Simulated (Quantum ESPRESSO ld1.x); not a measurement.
Values are calculated unless marked as measured or tabulated.
Cd0.5+, 47.5 electrons, occupied as [Kr] 4d10 5s1.5 (fractional occupations, a model configuration). Level of theory: scalar-relativistic Kohn-Sham, PBEsol, spin-unpolarised, spherical densities, point nucleus (ld1.x of Quantum ESPRESSO 7.5). Some entries of the table are withheld. Estimate them.

orbital,occ.,eigenvalue (hartree),<r> (bohr)
1s,2,-974.427,0.03041
2s,2,-144.806,0.1317
2p,6,-129.972,0.1149
3s,2,-27.1061,(1)
3p,6,-22.2408,0.3573
3d,10,-14.6211,0.3348
4s,2,-4.04464,(2)
4p,6,(3),(4)
4d,10,-0.58654,(5)
5s,1.5,-0.34073,2.743

Answer. 
(1) 3s <r> (bohr): 0.3586
(2) 4s <r> (bohr): 0.8791
(3) 4p eigenvalue (hartree): -2.61485
(4) 4p <r> (bohr): 0.9603
(5) 4d <r> (bohr): 1.282
